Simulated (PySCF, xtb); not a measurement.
1,1-dibromo-2-chloroethene (C2HBr2Cl), SMILES ClC=C(Br)Br.

Harmonic wavenumbers (cm⁻¹) from GFN2-xTB in xtb 6.7.1 at its own minimum, in rising order: 112, 158, 180, 272, 371, 483, 723, 758, 811, 1182, 1584, 3069.

**Question.** What does PBE-D3(BJ)/def2-SVP in PySCF 2.14.0 give at its own minimum? (An estimate is asked for; the answer gives what the named calculation found.)

**Answer.** 133, 175, 183, 288, 413, 514, 752, 780, 856, 1194, 1581, 3147. Paired by order, the mean absolute difference is 27 cm⁻¹ and the zero-point energies are 13.9 and 14.3 kcal/mol.
